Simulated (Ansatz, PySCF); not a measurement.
Species: trifluoromethylgermane, CH₃F₃Ge, net charge 0, singlet state. SMILES: F[C](F)(F)[GeH3]
Structure (B3LYP-D3(BJ)/def2-TZVP (Ansatz, an electronic-structure program) minimum search):
```xyz
8

F     -1.3636     0.8551    -0.9181
C     -0.8567    -0.0223    -0.0215
F     -1.4013     0.2844     1.1785
F     -1.3229    -1.2457    -0.3629
Ge     1.1596     0.0301     0.0291
H      1.6091    -0.9972     1.0717
H      1.5616     1.4538     0.4239
H      1.6531    -0.3313    -1.3746
```

Harmonic wavenumbers (cm⁻¹) at HF/6-31G* with LANL2DZ past Ar (Ansatz, at its own minimum) and at B3LYP-D3(BJ)/def2-TZVP (PySCF, at the structure above). 6-31G* holds six Cartesian d functions. LANL2DZ carries core potentials. Modes are numbered in rising order, 18 in all, and paired by that order; shown are modes over 250 cm⁻¹ that lie over 6 % from every other mode at both levels, one of each degenerate set, at most eight drawn at random. The second level is harmonic too, so this factor is not the one that brings values to measured fundamentals.

```tsv
mode	HF/6-31G* with LANL2DZ past Ar (x)	B3LYP-D3(BJ)/def2-TZVP (y)
4	318	300
7	637	581
9	791	721
10	894	807
11	953	872
```

Question: Fit one scale factor, y = λ·x, by least squares, and use it for mode 5, which lies at 535 cm⁻¹ at HF/6-31G* with LANL2DZ past Ar.

Answer: λ = Σxy/Σx² = 2588282/2840019 = 0.9114; the rows scatter about it by 6 cm⁻¹ (root mean square). Prediction for mode 5: 488 cm⁻¹. The wavenumber at B3LYP-D3(BJ)/def2-TZVP is 487 cm⁻¹, so the fit misses by +1 cm⁻¹, against +48 cm⁻¹ without it. The fit is meant for this molecule alone.
